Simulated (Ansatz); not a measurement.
`[SiH3][SiH2]Cl` + `C[O][Zr]([OH])([OH])[SH]` → `CO[SiH2][SiH3]` + `[OH][Zr]([OH])([SH])[Cl]`  (redistribution)

Computed with Ansatz on PBE0-D4/def2-TZVP structures; ΔE is electronic, products minus reactants. CCSD(T)/CBS adds triple-zeta CCSD(T) − MP2 to the extrapolated MP2 energy (def2 sets, frozen cores). DFT in def2-TZVPP. def2 core potentials past Kr. For Zr outer-core shells are correlated without core-valence functions, which leaves a few kJ/mol of doubt a bond. One conformer a species, not always the lowest.

Question: Is it downhill or uphill in electronic energy at CCSD(T)/CBS, and by how much? (An estimate is asked.)

Answer: Ansatz gave: Downhill: ΔE = -4.5 kcal/mol.

Question: What do these levels give: r2SCAN-D4, PBE0, SCS-MP2/def2-TZVPP, CCSD/def2-TZVPP, SCS-MP2/def2-QZVPP, MP2/CBS(def2)? (Best estimate.)

Answer: Computed: r2SCAN-D4 -5.0, PBE0 -4.1, SCS-MP2/def2-TZVPP -4.6, CCSD/def2-TZVPP -4.8, SCS-MP2/def2-QZVPP -4.5, MP2/CBS(def2) -4.2 kcal/mol.

Largest T1 diagnostic among the species: 0.017.

In def2-TZVPP, CCSD(T) changes the Hartree–Fock value by +2.0 kcal/mol (the triples alone add +0.0 kcal/mol) and MP2 by +2.2 kcal/mol. From PBE to PBE0 (25 % exact exchange), in def2-TZVPP and without D4, ΔE moves by −0.9 kcal/mol.
